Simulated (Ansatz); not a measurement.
CH$_{2}$BClF$_{2}$ (`FBC(F)Cl`), 7 atoms. Charge 0, multiplicity 1. All runs use 2 threads of an Arm Neoverse V1 on a shared host. Correlated methods freeze the cores.

**Question.** Give the basis size and wall time and peak host memory of each of these runs in Ansatz. RKS PBE0-D4/def2-TZVP relaxation (11 steps); RHF-CCSD(T)/def2-TZVPP energy; RKS B2PLYP (frozen core)/def2-TZVPP energy; RKS LC-ωPBE/def2-TZVPP energy; RKS PBE0-D4/def2-TZVPP energy; direct RPA on PBE orbitals/def2-TZVPP energy; RKS PBE0-D4/def2-TZVP frequencies; RHF-CCSD(T)/def2-SVP energy; RKS BHLYP-D4/def2-TZVPP energy; RKS PBE0-D4/def2-SVP energy; RKS ωB97M-V/def2-SVP energy; RHF-MP2/def2-QZVPP energy. (Best estimate.)

**Answer.** Ansatz gave: Other jobs shared the machine, so times are rough.

```tsv
level	job	functions	wall time	peak host memory (GiB)
RKS PBE0-D4/def2-SVP	energy	84	1.2 s	0.37
RKS LC-ωPBE/def2-TZVPP	energy	194	2.8 s	0.37
RKS PBE0-D4/def2-TZVPP	energy	194	3 s	0.38
RKS BHLYP-D4/def2-TZVPP	energy	194	3.1 s	0.39
RHF-CCSD(T)/def2-SVP	energy	84	3.6 s	0.37
RKS B2PLYP (frozen core)/def2-TZVPP	energy	194	5.5 s	0.41
RKS ωB97M-V/def2-SVP	energy	84	5.5 s	0.37
direct RPA on PBE orbitals/def2-TZVPP	energy	194	5.5 s	0.37
RHF-MP2/def2-QZVPP	energy	358	19 s	1.5
RKS PBE0-D4/def2-TZVP	relaxation (11 steps)	173	43 s	0.36
RHF-CCSD(T)/def2-TZVPP	energy	194	95 s	2.4
RKS PBE0-D4/def2-TZVP	frequencies	173	110 s	0.38
```

LC-ωPBE has ω = 0.4 bohr⁻¹.
